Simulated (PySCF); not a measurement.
**Energy of Cr (chromium, neutral) between two integer charges**

The 4s alpha orbital of [Ar] 3d5 4s1 is emptied in steps (occupation f), with all orbitals relaxed, ending at [Ar] 3d5. Computed with PySCF 2.14 in x2c-TZVPall (6s5p4d1f, 48 functions), with scalar relativity by spin-free X2C-1e. The exact energy is a straight line in f; departures are measured from the line between the end points of the same method.

| f | PBE0 (eV) | r2SCAN (eV) | LC-wPBE (eV) |
| --- | --- | --- | --- |
| 1 | 0.000 | 0.000 | 0.000 |
| 0.9 | -0.189 | -0.237 | 0.008 |
| 0.7 | -0.443 | -0.553 | 0.018 |
| 0.5 | -0.530 | -0.660 | 0.023 |
| 0.3 | -0.448 | -0.558 | 0.019 |
| 0.1 | -0.193 | -0.241 | 0.008 |
| 0 | 0.000 | 0.000 | 0.000 |

Task: For r2SCAN, how does the orbital energy at f = 1 compare with the removal energy?

Result: −ε = 4.728 eV against a total-energy difference of 7.367 eV. By Janak's theorem ε = ∂E/∂f, so the gap between them reflects the curvature. Along the path −ε is 5.260 (f = 0.9), 6.313 (f = 0.7), 7.349 (f = 0.5), 8.413 (f = 0.3), 9.501 (f = 0.1) eV.

```json
{"method": "PBE0", "E(f=0) − E(f=1) (eV)": "7.065", "−ε at f=1 (eV)": "4.970", "−ε at f=0.5 (eV)": "7.052"}
{"method": "r2SCAN", "E(f=0) − E(f=1) (eV)": "7.367", "−ε at f=1 (eV)": "4.728", "−ε at f=0.5 (eV)": "7.349"}
{"method": "LC-wPBE", "E(f=0) − E(f=1) (eV)": "6.771", "−ε at f=1 (eV)": "6.853", "−ε at f=0.5 (eV)": "6.774"}
```

Reference removal energy between the ground levels: 6.767 eV (measured; NIST Atomic Spectra Database, ionization energies).
